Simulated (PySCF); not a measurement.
# Peak assignment

Molfile (atoms numbered from 1):
```
C5H10F2OSi
     RDKit          3D

 19 18  0  0  0  0  0  0  0  0999 V2000
    3.0312    0.0654    0.2236 C   0  0  0  0  0  0  0  0  0  0  0  0
    2.0171   -0.4780   -0.7702 C   0  0  0  0  0  0  0  0  0  0  0  0
    0.7022   -0.3991   -0.2995 O   0  0  0  0  0  0  0  0  0  0  0  0
   -0.1581    0.8964    0.1366 Si  0  0  0  0  0  4  0  0  0  0  0  0
   -1.8392    0.1147    0.4724 C   0  0  0  0  0  0  0  0  0  0  0  0
   -2.0894   -1.3501    0.3014 C   0  0  0  0  0  0  0  0  0  0  0  0
   -2.7962    0.9238    0.8677 C   0  0  0  0  0  0  0  0  0  0  0  0
   -4.0594    0.5932    1.1621 F   0  0  0  0  0  0  0  0  0  0  0  0
   -2.6538    2.2427    1.0425 F   0  0  0  0  0  0  0  0  0  0  0  0
    2.9242   -0.4425    1.1783 H   0  0  0  0  0  0  0  0  0  0  0  0
    4.0385   -0.0923   -0.1518 H   0  0  0  0  0  0  0  0  0  0  0  0
    2.8695    1.1292    0.3750 H   0  0  0  0  0  0  0  0  0  0  0  0
    2.0947    0.0720   -1.7154 H   0  0  0  0  0  0  0  0  0  0  0  0
    2.2122   -1.5378   -0.9664 H   0  0  0  0  0  0  0  0  0  0  0  0
    0.3513    1.5450    1.3481 H   0  0  0  0  0  0  0  0  0  0  0  0
   -0.2432    1.8875   -0.9406 H   0  0  0  0  0  0  0  0  0  0  0  0
   -1.9005   -1.6333   -0.7320 H   0  0  0  0  0  0  0  0  0  0  0  0
   -1.3995   -1.9127    0.9267 H   0  0  0  0  0  0  0  0  0  0  0  0
   -3.1113   -1.6149    0.5643 H   0  0  0  0  0  0  0  0  0  0  0  0
  1  2  1  0
  2  3  1  0
  3  4  1  0
  4  5  1  0
  5  6  1  0
  5  7  2  3
  7  8  1  0
  7  9  1  0
  1 10  1  0
  1 11  1  0
  1 12  1  0
  2 13  1  0
  2 14  1  0
  4 15  1  0
  4 16  1  0
  6 17  1  0
  6 18  1  0
  6 19  1  0
M  END
```

- PBE0/pcSseg-1 with gauge-including orbitals
- GFN2-xTB geometry
- run in PySCF
- non-relativistic Hamiltonian, single conformer, rapidly exchanging positions averaged, in vacuum

References, each an isolated molecule treated in the same way: 13C (σref 186.93), 1H (σref 31.72) vs TMS.

Question: Assign these signals to the numbered atoms. 13C{1H} NMR (computed): δ 167.2, 80.1, 64.2, 20.0, 11.9.

Answer: 
```tsv
δ (ppm)	atoms	environment	reason
167.2	C7	fully substituted alkene carbon	–
80.1	C5	fully substituted alkene carbon	–
64.2	C2	sp3 CH2 bonded to O	pulled downfield by the heteroatom
20.0	C1	methyl carbon	aliphatic region, no heteroatom directly attached
11.9	C6	allylic methyl carbon	a saturated carbon with 1 carbon neighbour and no heteroatom attached
```

Question: Assign these signals to the numbered atoms. 1H NMR (600 MHz, computed): δ 5.26 (s, 2H), 4.16 (q, 2H), 1.85 (s, 3H), 1.35 (t, 3H).

Answer: 
```tsv
δ (ppm)	atoms	environment	reason
5.26	H15/H16	hydrogen on a silicon bonded to C, O	–
4.16	H13/H14	hydrogen on an sp3 CH2 bonded to O	its carbon carries O, which withdraws density
1.85	H17/H18/H19	hydrogen on an allylic methyl carbon	allylic position
1.35	H10/H11/H12	hydrogen on a methyl carbon	–
```

Splittings by 19F in the carbon and heteronuclear signals aren't shown, as no couplings were computed. Shifts are as computed. Against solution values, carbons near 30 ppm lie about +3 ppm off and those near 130 ppm about +5 ppm. Of 1211 compounds with measured shifts, 218 miss one by over three times the rms of a fit or turn the order of signals round; such compounds aren't used in these exercises. No couplings were computed; multiplicities are counted from neighbouring protons, with m where these are inequivalent, close in shift, in a saturated or five-membered ring or joined by F or P, and br s for small geminal =CH2 splittings.
